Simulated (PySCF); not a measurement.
Correlation energy of Se(3+) (selenium, charge +3)

[Ar] 3d10 4s2 4p1, 2P determinant. All numbers are calculated (PySCF 2.14, scalar relativity through the core potential, in aug-cc-pVTZ-PP with one added diffuse shell each of s, d, f type with ECP10MDF (7s5p5d3f, 68 functions)). Frozen: 3s2 3p6 3d10; 3 electrons correlated.

```tsv
level	correlation energy (mhartree)
CCSD	-57.27
(T)	-0.68
CCSD(T)	-57.95
```

Diagnostics: T1 = 0.0075, D1 = 0.0173, largest double amplitude 0.094.

Cost of the coupled-cluster step: of the order of 5 core-seconds, for 3 correlated electrons.
